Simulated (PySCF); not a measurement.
**GaS: everyday levels beside a composite calculation**

PySCF; the state is a doublet (σ ↑). The composite is CCSD(T) extrapolated to the basis-set limit from two correlation-consistent sets, with core-valence (CV) and scalar-relativistic (SR) terms as its label shows; it has no spin–orbit coupling and nothing beyond (T). Here it is CCSD(T)/CBS(DT). It gives Re = 2.071 Å, ωe = 462 cm⁻¹ and De = 3.61 eV to Ga + S.

| level | basis | relativity | Re (Å) | ωe (cm⁻¹) | De (eV) |
| --- | --- | --- | --- | --- | --- |
| UHF | def2-SVP | no relativity | 2.082 | 419 | 1.95 |
| UHF | 6-31G(d,p) | no relativity | 2.096 | 400 | 1.89 |
| UHF | def2-TZVPP | no relativity | 2.093 | 401 | 2.01 |
| UHF-CCSD(T) | 6-31G(d,p) | no relativity | 2.082 | 477 | 3.22 |
| LDA | 6-31G(d,p) | no relativity | 2.067 | 475 | 4.52 |
| revPBE | def2-TZVPP | no relativity | 2.096 | 449 | 3.74 |
| TPSS | def2-SVP | no relativity | 2.083 | 465 | 3.88 |
| M06 | 6-31G(d,p) | no relativity | 2.113 | 413 | 3.61 |
| M06 | def2-TZVPP | no relativity | 2.096 | 425 | 3.73 |
| CAM-B3LYP | 6-31G(d,p) | no relativity | 2.089 | 441 | 3.34 |

**Question.** Give the difference of each row from the composite.

**Answer.** 

```json
{"level": "UHF", "basis": "def2-SVP", "ΔRe (pm)": "+1.1", "Δωe (%)": "-9.3", "ΔDe (eV)": "-1.66"}
{"level": "UHF", "basis": "6-31G(d,p)", "ΔRe (pm)": "+2.5", "Δωe (%)": "-13.4", "ΔDe (eV)": "-1.72"}
{"level": "UHF", "basis": "def2-TZVPP", "ΔRe (pm)": "+2.2", "Δωe (%)": "-13.2", "ΔDe (eV)": "-1.60"}
{"level": "UHF-CCSD(T)", "basis": "6-31G(d,p)", "ΔRe (pm)": "+1.1", "Δωe (%)": "+3.2", "ΔDe (eV)": "-0.39"}
{"level": "LDA", "basis": "6-31G(d,p)", "ΔRe (pm)": "-0.4", "Δωe (%)": "+2.8", "ΔDe (eV)": "+0.91"}
{"level": "revPBE", "basis": "def2-TZVPP", "ΔRe (pm)": "+2.5", "Δωe (%)": "-2.8", "ΔDe (eV)": "+0.13"}
{"level": "TPSS", "basis": "def2-SVP", "ΔRe (pm)": "+1.2", "Δωe (%)": "+0.6", "ΔDe (eV)": "+0.27"}
{"level": "M06", "basis": "6-31G(d,p)", "ΔRe (pm)": "+4.2", "Δωe (%)": "-10.6", "ΔDe (eV)": "+0.00"}
{"level": "M06", "basis": "def2-TZVPP", "ΔRe (pm)": "+2.5", "Δωe (%)": "-8.0", "ΔDe (eV)": "+0.12"}
{"level": "CAM-B3LYP", "basis": "6-31G(d,p)", "ΔRe (pm)": "+1.8", "Δωe (%)": "-4.5", "ΔDe (eV)": "-0.27"}
```

**Question.** Which rows come closest in De?

**Answer.** M06 in 6-31G(d,p) (+0.00 eV), counted from the composite.

Correlated steps freeze the inner cores (9 to 14 orbitals); shallow outer-core shells are correlated. Correlated levels converge slowly with the basis: in double zeta they bind strong bonds too weakly, by up to about 1 eV, and carry superposition errors of some tenths. Spin–orbit coupling is left out. The state was picked by a PBE0 search and need not be the measured ground state.
